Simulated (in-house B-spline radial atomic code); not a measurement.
# PBE0 excitations of the aluminium ion Al⁹⁺

Method: PBE0. Computed with a B-spline radial code for spherical atoms: linear response of the closed shell [He] 2s2 with the functional's adiabatic kernel; non-relativistic, point nucleus, no spin-orbit coupling, no double excitations, S, P, D and F terms only.

Command:
```bash
python run_td.py task.json out
```
Settings (radii: box in bohr, nucleus in fm):
```
Z                        13
electrons                4
configuration            [He] 2s2
hamiltonian              nr
method                   pbe0
box_radius               10.59
intervals                48
```

Time taken, with all properties: 0.1 s on 1 thread of Arm Neoverse N1 (shared host).

The lowest states, in the order of their Tamm-Dancoff energies; the method's threshold (minus the highest occupied level) is 381.93 eV. Labels give the largest channel, * marks a mixed state, and oscillator strengths are full-response dipole values. Semilocal kernels can invert the small singlet-triplet splittings of Rydberg terms. Energies in eV:

```csv
state,full response,Tamm-Dancoff,oscillator strength
2s → 2p 3P,14.542,16.768,-
2s → 2p 1P,?,?,?
2s → 3s 3S,225.92,225.93,-
2s → 3s 1S,229.79,229.82,-
2s → 3p 3P,233.53,233.54,-
2s → 3p 1P,234.75,234.75,0.587
2s → 3d 3D,237.57,237.62,-
2s → 3d 1D,240.88,240.88,-
2s → 4s 3S,299.26,299.26,-
2s → 4s 1S,300.40,300.41,-
2s → 4p 3P,?,?,-
2s → 4p 1P,302.70,302.70,0.153
2s → 4d 3D,304.19,304.21,-
2s → 4d 1D,305.24,305.24,-
2s → 4f 3F,306.28,306.29,-
2s → 4f 1F,306.43,306.43,-
```

(1) Where does 2s → 2p 1P lie?

(2) Where does 2s → 4p 3P lie?

(3) How large is the singlet-triplet splitting of 2s → 2p (P terms) in Tamm-Dancoff?

(4) What polarisabilities and dispersion coefficient does the method give?

Results:

(1) At 33.68 eV in full response, 35.23 eV in Tamm-Dancoff, oscillator strength 0.272.

(2) At 302.33 eV in full response, 302.33 eV in Tamm-Dancoff.

(3) 18.5 eV, from the unrounded values.

(4) Dipole 0.1898 bohr³, quadrupole 0.01508 bohr⁵, C6 0.03761 hartree·bohr⁶ for two such species.
